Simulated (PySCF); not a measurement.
Delta-SCF ions had no search for a lower state. Excitations are Tamm–Dancoff values on a coarser integration grid. The basis has no diffuse functions, so Rydberg states are missing or too high.

# H₂B₂Si, SMILES `B1=[SiH]B1` (charge 0, multiplicity 1)

Level of theory: PySCF with ωB97X-D3(BJ)/def2-TZVP // PBE0-D3(BJ)/def2-TZVP.

```yaml
HOMO: -9.22 eV
dipole_moment: 2.32 D
LUMO: -0.51 eV
HOMO–LUMO gap: 8.71 eV
S1 excitation (TDA): 2.75 eV
S1 oscillator strength: 0.008
T1 excitation (TDA): 2.41 eV
S1–T1 gap (TDA): 0.34 eV
vertical ionisation energy (Delta-SCF): 9.15 eV
total_energy: -9260.46 eV
cost: about 50 core-seconds (a rough figure)
```

```xyz
5

B     -0.2763     1.3645    -0.0781
Si     0.9802     0.1149    -0.0207
B     -1.0513     0.0409     0.0123
H      2.2200    -0.7103     0.0115
H     -1.8725    -0.8099     0.0750
```
